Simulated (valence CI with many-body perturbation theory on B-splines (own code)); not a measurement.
**Questions on Ni⁵⁺**

Method: valence CI with perturbative core correlation (CI+MBPT): five valence electrons over a frozen Dirac-Fock core [Ar], radial functions for each j: 7 s, 7 p, 8 d, 6 f, 4 g, 1 h, with the one-electron correlation potential Σ1, the two-electron term Σ2, the three-electron term Σ3, Breit, model QED; selected CI, second order for the rest, scaled by the run's own slope (own B-spline code, finite nucleus).

Against 20 measured levels this calculation errs by 838 cm⁻¹ on average and by 2245 at most. These come from a selection out of Corliss and Sugar, J. Phys. Chem. Ref. Data 10, 197 (1981). Levels without a partner in it may be off by more, other configurations by 1,000 to 8,000 cm⁻¹. Among the levels kept, up to 580 cm⁻¹ of a level comes from second order outside the variational space, and about a tenth of that is noise between levels of different J, which matters for small intervals. Only levels of the ground parity were solved; by the run's estimate the other parity begins above the list, which can be wrong where configurations are misplaced.

Rates and lifetimes use the calculated energies. Strong lines usually hold to 10 to 20 %, long lifetimes can be off by a factor of two.

Problem. What is the ground level?

Solution. 3d5 6S_5/2, composition 99 % 3d5 6S, g = 2.001.

Problem. What is the ionisation energy?

Solution. 106.29 eV; NIST lists 108 ± 1 eV (semi-empirical).

Problem. How well does LS coupling describe the low levels?

Solution. Among the lowest 20 levels the leading LS term, summed over configurations, holds 92 % on average. For single configurations the figures are 92 % in LS and 52 % in jj coupling. Terms mix most in the J = 5/2 level at 67807 cm⁻¹, where the leading one holds 62 %.

Problem. Name the longest-lived excited levels whose lifetime is computed, and their main decay.

Solution. 3d5 4G_9/2 at 40902 cm⁻¹ lives 33600 s, mostly by M1 to 3d5 4G_11/2; 3d5 4G_5/2 at 40882 cm⁻¹ lives 4030 s, mostly by M1 to 3d5 6S_5/2. The lifetime of 3d5 4G_11/2 is too uncertain to give, and may be longer. The lifetime of 3d5 4G_7/2 is too uncertain to give, and may be longer.
